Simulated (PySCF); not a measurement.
C2H7FSn, singlet, geometry from GFN2-xTB (such geometries of metal compounds can be far from the true shape) (all electrons, no relativity), with bond 2-1 at 1.4 times its length; CASSCF(8,9)/STO-3G (PySCF).

Here is a job for PySCF.
```python
from pyscf import gto, scf, mcscf
import numpy

mol = gto.M(
    atom='''
Sn    0.452508    0.270558    0.226971
F     1.504572   -1.515718   -1.571804
C    -1.601003   -0.446161    0.491138
C    -2.437654   -0.262484   -0.757392
H     0.718584    1.727321   -0.612455
H     1.570998    0.127392    1.506018
H    -2.037860    0.079043    1.337787
H    -1.512699   -1.500540    0.750018
H    -2.531962    0.789559   -1.020830
H    -3.437788   -0.660401   -0.589561
H    -1.998550   -0.790227   -1.601209
''',
    basis='sto-3g',
    charge=0,
    spin=0,
    verbose=4,
)

mf = scf.RHF(mol)
mf.kernel()
mc = mcscf.CASSCF(mf, 9, 8)
mc.fix_spin_(ss=0.0)
mc.kernel()
occ = numpy.linalg.eigvalsh(mc.fcisolver.make_rdm1(mc.ci, mc.ncas, mc.nelecas))[::-1]
ss = mc.fcisolver.spin_square(mc.ci, mc.ncas, mc.nelecas)[0]
print('natural occupations', occ.round(4), ' <S^2>', round(ss, 4))
```

Problem. Predict the main parts of the log of this PySCF run.

Solution. 
```
PySCF version 2.14.0

[INPUT] verbose = 4
[INPUT] num. atoms = 11
[INPUT] num. electrons = 78
[INPUT] charge = 0
[INPUT] spin (= nelec alpha-beta = 2S) = 0
[INPUT] symmetry False subgroup None
[INPUT] Mole.unit = angstrom
[INPUT] Symbol           X                Y                Z      unit          X                Y                Z       unit  Magmom
[...]
nuclear repulsion = 347.928091084956
number of shells = 27
number of NR pGTOs = 147
number of NR cGTOs = 49
basis = sto-3g
ecp = {}

******** <class 'pyscf.scf.hf.RHF'> ********
method = RHF
initial guess = minao
damping factor = 0
level_shift factor = 0
DIIS = <class 'pyscf.scf.diis.CDIIS'>
diis_start_cycle = 1
diis_space = 8
diis_damp = 0
SCF conv_tol = 1e-09
SCF conv_tol_grad = None
SCF max_cycles = 50
direct_scf = True
direct_scf_tol = 1e-13
Set gradient conv threshold to 3.16228e-05
Initial guess from minao.
init E= -6122.78917916755
[...]
cycle= 1 E= -6139.8705251515  delta_E= -17.1  |g|= 0.453  |ddm|= 3.57
[...]
cycle= 2 E= -6140.04045422271  delta_E= -0.17  |g|= 0.228  |ddm|= 1.73
[...]
cycle= 3 E= -6140.06916635258  delta_E= -0.0287  |g|= 0.0514  |ddm|= 0.581
[...]
cycle= 4 E= -6140.0715120035  delta_E= -0.00235  |g|= 0.0116  |ddm|= 0.152
[...]
cycle= 5 E= -6140.07162389724  delta_E= -0.000112  |g|= 0.00269  |ddm|= 0.0364
[...]
cycle= 6 E= -6140.07162810511  delta_E= -4.21e-06  |g|= 0.000638  |ddm|= 0.00611
[...]
cycle= 7 E= -6140.07162841732  delta_E= -3.12e-07  |g|= 9.44e-05  |ddm|= 0.00192
[...]
cycle= 8 E= -6140.07162842883  delta_E= -1.15e-08  |g|= 5.38e-05  |ddm|= 0.000288
[...]
cycle= 9 E= -6140.07162843533  delta_E= -6.5e-09  |g|= 3.64e-05  |ddm|= 0.000237
[...]
cycle= 10 E= -6140.07162844078  delta_E= -5.45e-09  |g|= 8.49e-06  |ddm|= 0.000404
[...]
cycle= 11 E= -6140.07162844103  delta_E= -2.44e-10  |g|= 8.44e-07  |ddm|= 0.000102
[...]
Extra cycle  E= -6140.07162844104  delta_E= -1.09e-11  |g|= 3.4e-07  |ddm|= 1.92e-06
converged SCF energy = -6140.07162844104

******** <class 'pyscf.mcscf.mc1step.CASSCF'> ********
CAS (4e+4e, 9o), ncore = 35, nvir = 5
max_cycle_macro = 50
max_cycle_micro = 4
conv_tol = 1e-07
conv_tol_grad = None
orbital rotation max_stepsize = 0.02
orbital rotation threshold for CI restart = 0.01
augmented hessian ah_max_cycle = 30
augmented hessian ah_conv_tol = 1e-12
augmented hessian ah_linear dependence = 1e-14
augmented hessian ah_level shift = 1e-08
augmented hessian ah_start_tol = 2.5
augmented hessian ah_start_cycle = 3
augmented hessian ah_grad_trust_region = 3
kf_trust_region = 3
kf_interval = 4
ci_response_space = 4
ci_grad_trust_region = 3
with_dep4 0
natorb = False
canonicalization = True
sorting_mo_energy = False
ao2mo_level = 2
internal_rotation = False
******** <class 'pyscf.fci.addons.SpinPenaltyFCISolver'> ********
max. cycles = 50
conv_tol = 1e-08
davidson only = True
linear dependence = 1e-12
level shift = 0.001
max iter space = 12
nroots = 1
pspace_size = 400
spin = None
CASCI E = -6140.17407460060  S^2 = 0.0000000
Set conv_tol_grad to 0.000316228
macro iter   1 ( 21 JK    4 micro), CASSCF E = -6140.18370102582  dE = -9.62642522e-03  S^2 = 0.0000000
               |grad[o]|=0.0511  |grad[c]|=0.0555  |ddm|=0.0193  |maxRot[o]|=0.172
macro iter   2 ( 21 JK    4 micro), CASSCF E = -6140.18571676948  dE = -2.01574367e-03  S^2 = 0.0000000
               |grad[o]|=0.0184  |grad[c]|=0.00955  |ddm|=0.00322  |maxRot[o]|=0.313
macro iter   3 ( 21 JK    4 micro), CASSCF E = -6140.18924397370  dE = -3.52720422e-03  S^2 = 0.0000000
               |grad[o]|=0.00958  |grad[c]|=0.0122  |ddm|=0.0136  |maxRot[o]|=0.256
macro iter   4 ( 21 JK    4 micro), CASSCF E = -6140.19208013449  dE = -2.83616079e-03  S^2 = 0.0000000
               |grad[o]|=0.0106  |grad[c]|=0.0227  |ddm|=0.00433  |maxRot[o]|=0.0909
macro iter   5 ( 12 JK    3 micro), CASSCF E = -6140.19413742457  dE = -2.05729008e-03  S^2 = 0.0000000
               |grad[o]|=0.0117  |grad[c]|=0.00137  |ddm|=0.00645  |maxRot[o]|=0.0664
[...]
macro iter  33 ( 21 JK    4 micro), CASSCF E = -6140.20997948319  dE = -2.93881749e-06  S^2 = 0.0000000
               |grad[o]|=0.0113  |grad[c]|=0.0215  |ddm|=0.00697  |maxRot[o]|=0.00651
macro iter  34 ( 21 JK    4 micro), CASSCF E = -6140.20997526032  dE =  4.22286303e-06  S^2 = 0.0000000
               |grad[o]|=0.0113  |grad[c]|=0.0213  |ddm|=0.0069  |maxRot[o]|=0.00608
macro iter  35 ( 17 JK    4 micro), CASSCF E = -6140.21238186068  dE = -2.40660035e-03  S^2 = 0.0000000
               |grad[o]|=0.0113  |grad[c]|=0.0094  |ddm|=0.00634  |maxRot[o]|=0.0689
macro iter  36 ( 12 JK    3 micro), CASSCF E = -6140.21516756255  dE = -2.78570187e-03  S^2 = 0.0000000
               |grad[o]|=0.0115  |grad[c]|=0.00728  |ddm|=0.00801  |maxRot[o]|=0.0819
macro iter  37 ( 21 JK    4 micro), CASSCF E = -6140.21507845790  dE =  8.91046484e-05  S^2 = 0.0000000
               |grad[o]|=0.0107  |grad[c]|=0.0101  |ddm|=0.00453  |maxRot[o]|=0.00511
macro iter  38 ( 21 JK    4 micro), CASSCF E = -6140.21621046766  dE = -1.13200976e-03  S^2 = 0.0000000
               |grad[o]|=0.0107  |grad[c]|=0.00312  |ddm|=0.00436  |maxRot[o]|=0.0355
macro iter  39 ( 12 JK    3 micro), CASSCF E = -6140.21816070262  dE = -1.95023496e-03  S^2 = 0.0000000
               |grad[o]|=0.00992  |grad[c]|=0.00157  |ddm|=0.00555  |maxRot[o]|=0.0705
macro iter  40 ( 21 JK    4 micro), CASSCF E = -6140.21811971891  dE =  4.09837075e-05  S^2 = 0.0000000
               |grad[o]|=0.00788  |grad[c]|=0.00583  |ddm|=0.00289  |maxRot[o]|=0.0249
macro iter  41 ( 21 JK    4 micro), CASSCF E = -6140.21886532422  dE = -7.45605303e-04  S^2 = 0.0000000
               |grad[o]|=0.00791  |grad[c]|=0.00191  |ddm|=0.00288  |maxRot[o]|=0.0329
macro iter  42 ( 11 JK    3 micro), CASSCF E = -6140.21988160728  dE = -1.01628306e-03  S^2 = 0.0000000
               |grad[o]|=0.0067  |grad[c]|=0.00193  |ddm|=0.00286  |maxRot[o]|=0.0586
macro iter  43 ( 21 JK    4 micro), CASSCF E = -6140.21986137929  dE =  2.02279907e-05  S^2 = 0.0000000
               |grad[o]|=0.00433  |grad[c]|=0.00332  |ddm|=0.00144  |maxRot[o]|=0.0664
macro iter  44 ( 21 JK    4 micro), CASSCF E = -6140.22028787991  dE = -4.26500619e-04  S^2 = 0.0000000
               |grad[o]|=0.00438  |grad[c]|=0.00146  |ddm|=0.00129  |maxRot[o]|=0.0375
macro iter  45 ( 21 JK    4 micro), CASSCF E = -6140.22049509416  dE = -2.07214256e-04  S^2 = 0.0000000
               |grad[o]|=0.00274  |grad[c]|=0.00132  |ddm|=0.000714  |maxRot[o]|=0.123
macro iter  46 ( 10 JK    2 micro), CASSCF E = -6140.22055317899  dE = -5.80848264e-05  S^2 = 0.0000000
               |grad[o]|=0.00131  |grad[c]|=0.00104  |ddm|=0.000228  |maxRot[o]|=0.093
macro iter  47 ( 10 JK    2 micro), CASSCF E = -6140.22055889332  dE = -5.71433156e-06  S^2 = 0.0000000
               |grad[o]|=0.00031  |grad[c]|=0.00105  |ddm|=0.000147  |maxRot[o]|= 0.11
macro iter  48 (  6 JK    1 micro), CASSCF E = -6140.22056055943  dE = -1.66610789e-06  S^2 = 0.0000000
               |grad[o]|=8.46e-05  |grad[c]|=0.00107  |ddm|=6.46e-05  |maxRot[o]|=0.0624
macro iter  49 (  4 JK    1 micro), CASSCF E = -6140.22056157402  dE = -1.01459591e-06  S^2 = 0.0000000
               |grad[o]|=4.61e-05  |grad[c]|=0.000648  |ddm|=4.21e-05  |maxRot[o]|=0.038
macro iter  50 (  3 JK    1 micro), CASSCF E = -6140.22056209208  dE = -5.18051820e-07  S^2 = 0.0000000
               |grad[o]|=3.34e-05  |grad[c]|=0.000331  |ddm|=2.3e-05  |maxRot[o]|=0.0195
1-step CASSCF not converged,  50 macro (874 JK 176 micro) steps
CASSCF canonicalization
Density matrix diagonal elements [1.96287372e+00 1.96700780e+00 1.97305923e+00 1.61855776e+00
 3.79608734e-01 4.48363540e-02 2.69052629e-02 2.65353234e-02
 6.15821446e-04]
CASSCF energy = -6140.22056209208
CASCI E = -6140.22056209208  E(CI) = -10.5464734945544  S^2 = 0.0000000
natural occupations [1.9766e+00 1.9642e+00 1.9641e+00 1.6251e+00 3.7350e-01 4.4100e-02
 2.6800e-02 2.5000e-02 5.0000e-04]  <S^2> 0.0
```

Convergence was not reached.
